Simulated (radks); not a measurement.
Results of a calculation; reference values are marked as such.
The nuclear charge of the vanadium ion V2+ is varied continuously with 21 electrons held in [Ar] 3d3. Code: a radial shooting solver on a logarithmic mesh with Libxc functionals. Model: non-relativistic Kohn-Sham, SCAN, spin-unpolarised, spherical densities, point nucleus; meta-GGA in the generalised Kohn-Sham scheme. By the Hellmann-Feynman theorem dE/dZ = E(electron-nucleus)/Z, the electronic potential at the nucleus.

| Z | E (hartree) | E(electron-nucleus)/Z (hartree) | HOMO | e(HOMO) (eV) | <r> HOMO (bohr) |
|---|---|---|---|---|---|
| 22.5 | -895.40212 | -93.9775 | 3d | -13.769 | 1.475 |
| 23 | -943.05665 | -96.6380 | 3d | -21.072 | 1.312 |
| 23.5 | -992.03855 | -99.2872 | 3d | -29.504 | 1.193 |
| 24 | -1042.34311 | -101.929 | 3d | -38.952 | 1.101 |

The central difference of E at Z = 23 is -96.636 hartree, to compare with the third column; the second derivative is -5.31 hartree.
